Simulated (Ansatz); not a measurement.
```yaml
crystal:
  periodic: [false, false, false]
  atoms:
    - {symbol: Cl, position_ang: [-1.777652, -0.655002, 1.550279]}
    - {symbol: Y, position_ang: [-0.008035, -0.015489, 0.000536]}
    - {symbol: Cl, position_ang: [2.253579, -0.864827, 0.312164]}
    - {symbol: Cl, position_ang: [-0.464065, 1.470306, -1.854881]}
basis:
  gaussian: {orbitals: def2-TZVPP}
magnetization: {spin_polarized: true, initial_magnetization: 2}
hamiltonian: {xc: {name: B3LYP-D3}}
accuracy: high
```

```sh
$ ansatz run in.yaml --threads 2 --pin off --events-out ev --progress --plain --max-ram 32768MiB --backend cpu
```

Task: How does Ansatz answer? (Best estimate.)

Result: The calculation gave: The program refused the input.
```
Error: YAML parse error: error: line 11 column 19: hamiltonian.xc: no functional is named "B3LYP-D3"; the names, which are not case-sensitive, are SVWN5, SPW92, PBE, PBE0, PBEsol, revPBE, revPBE0, RPBE, rPW86-PBE, HSE06, wPBEh, LC-wPBE, HISS, HF, BLYP, B3LYP, B3LYP5, BHLYP, CAM-B3LYP, r2SCAN, r2SCANh, r2SCAN0, r2SCAN50, m-r2SCAN, B97, wB97, wB97X, wB97X-V, B97M-V, wB97M-V, B2PLYP, B2GP-PLYP, PBE0-DH, PBE-QIDH
 9 |   gaussian: {orbitals: def2-TZVPP}
10 | magnetization: {spin_polarized: true, initial_magnetization: 2}
11 | hamiltonian: {xc: {name: B3LYP-D3}}
12 | accuracy: high
```

HSE06 is defined as in plane-wave codes.
